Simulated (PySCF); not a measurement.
B(H)(SiH3)2 (BH7Si2), SMILES [SiH3]B[SiH3]. Atoms are numbered in the order given.

```xyz
10

B      0.0000     0.0000    -0.8404
H      0.0000     0.0000    -2.0586
Si    -1.7570    -0.0075     0.1372
H     -2.0991     1.4658     0.2515
H     -1.6785    -0.5498     1.5411
H     -2.8968    -0.6800    -0.5833
Si     1.7570     0.0075     0.1372
H      1.6785     0.5498     1.5411
H      2.8968     0.6800    -0.5833
H      2.0991    -1.4658     0.2515
```

Coordinates come from a PBE-D3(BJ)/def2-SVP optimisation.

These are KT2/pcSseg-1 (PySCF) values and carry that method's errors.

GIAO shieldings, no solvent; atoms alike by connectivity are averaged. δ = σ(ref) − σ: ¹¹B against BF3 (σ = 89.8 ppm); ¹H against TMS (σ = 31.47 ppm); ²⁹Si against TMS (σ = 361.9 ppm), references at their B3LYP-D3(BJ)/def2-TZVP geometries, non-relativistic.

```
nucleus                    atoms  count  δ (ppm)
-------  -----------------------  -----  -------
¹¹B                           B1      1    129.2
¹H                            H2      1    13.53
¹H       H4, H5, H6, H8, H9, H10      6     4.47
²⁹Si                    Si3, Si7      2    -90.5
```
